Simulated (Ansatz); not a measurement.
```yaml
crystal:
  periodic: [false, false, false]
  atoms:
    - {symbol: B, position_ang: [0.816685, -1.216071, -1.943041]}
    - {symbol: O, position_ang: [0.981373, -0.810487, -0.502049]}
    - {symbol: P, position_ang: [0.041773, 0.103865, 0.352593]}
    - {symbol: C, position_ang: [0.528639, 1.828805, 0.208162]}
    - {symbol: C, position_ang: [0.302879, -0.424582, 2.049643]}
    - {symbol: C, position_ang: [-1.706181, -0.055037, -0.033440]}
    - {symbol: H, position_ang: [-0.068172, 2.461572, 0.882373]}
    - {symbol: H, position_ang: [0.384840, 2.132583, -0.838919]}
    - {symbol: H, position_ang: [1.596138, 1.915946, 0.459323]}
    - {symbol: H, position_ang: [1.376512, -0.359229, 2.279453]}
    - {symbol: H, position_ang: [-0.266891, 0.199796, 2.753435]}
    - {symbol: H, position_ang: [-0.012828, -1.474234, 2.143010]}
    - {symbol: H, position_ang: [-1.871328, 0.299707, -1.061132]}
    - {symbol: H, position_ang: [-1.983712, -1.117775, 0.011877]}
    - {symbol: H, position_ang: [-2.295958, 0.536919, 0.683451]}
    - {symbol: Cl, position_ang: [2.444482, -1.772163, -2.537785]}
    - {symbol: Cl, position_ang: [0.207892, 0.301031, -2.898435]}
    - {symbol: Cl, position_ang: [-0.476152, -2.550637, -2.008500]}
basis:
  gaussian: {orbitals: def2-SVPD}
total_charge: -1
magnetization: {spin_polarized: true, initial_magnetization: 1}
hamiltonian: {xc: {name: HF}}
correlation: {method: mp2, frozen_orbitals: {B: 0}}
scf: {omitted_lower_state_checks: [starts]}
output: {forces: true}
```

```sh
$ ansatz run in.yaml --threads 4 --pin off --events-out ev --progress --plain --max-ram 4787MiB
```

Output, abridged:

```
Functional definition: HF
Error: "frozen_orbitals" has no count for O
```

In this input frozen orbitals are typed for one element alone, and the program wants a count for each (the count typed has to fit that element's core, too). The input was rejected before any iteration.
